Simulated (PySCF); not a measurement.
**Telling isomers of C$_{4}$H$_{9}$NOSi$_{2}$ apart by NMR**

PySCF 2.14 calculation with shieldings: GIAO PBE0/pcSseg-1 and geometry from GFN2-xTB; averaged over atoms made equivalent by symmetry, fast rotation or ring inversion, a single conformation, no solvent model, no relativistic terms.

Shifts are taken against calculated references (same method and geometry level): 1H, 13C against TMS. Where no couplings were computed, multiplicities follow the n + 1 count of equivalent neighbours, and m marks all less simple cases (inequivalent or close neighbours, rings, F or P nearby). Shifts are as computed. Against solution values, carbons near 30 ppm lie about +3 ppm off and those near 130 ppm about +5 ppm. Of 1309 compounds with measured shifts, 239 miss one by over three times the rms of a fit or turn the order of signals round; such compounds aren't used in these exercises. OH and NH positions are gas-phase values without hydrogen bonding to other molecules.

(1) Tabulate the signals of `CC(=O)C#C[Si@H](N)[SiH3]`, `[H]/N=C\C(C=O)=C/[SiH2][SiH3]` and their relative energies.

(2) What is the quickest way to tell CC(=O)C#C[Si@H](N)[SiH3] from [H]/N=C\C(C=O)=C/[SiH2][SiH3]?

Results:

(1) 
| SMILES | carbon types | δC | δH | E rel. (kcal/mol) |
| --- | --- | --- | --- | --- |
| CC(=O)C#C[Si@H](N)[SiH3] | 3×C 1×CH3 | 188.2, 108.5, 104.7, 36.7 | 5.09 (q, 1H), 3.52 (d, 3H), 2.31 (s, 3H), 0.58 (br s, 2H) | 0.0 |
| [H]/N=C\C(C=O)=C/[SiH2][SiH3] | 1×C 3×CH | 200.8, 169.3, 166.7, 145.5 | 13.76 (br s, 1H), 9.83 (s, 1H), 8.60 (s, 1H), 7.42 (t, 1H), 4.45 (m, 2H), 3.65 (t, 3H) | 13.3 |

Energies are electronic energies at PBE0/pcSseg-1 on these geometries, without zero-point or thermal terms, each for the one conformer computed, which needn't be the lowest.

(2) Both give the same number of carbon signals, but DEPT or the intensities differ. The first has a methyl carbon α to a carbonyl (CH3) at 36.7 ppm, the second an aldehyde carbonyl carbon (CH) at 200.8 ppm. Their most deshielded carbons lie at 188.2 and 200.8 ppm. In the proton spectra the most deshielded non-exchanging signals are 5.09 (q, 1H) and 9.83 (s, 1H).
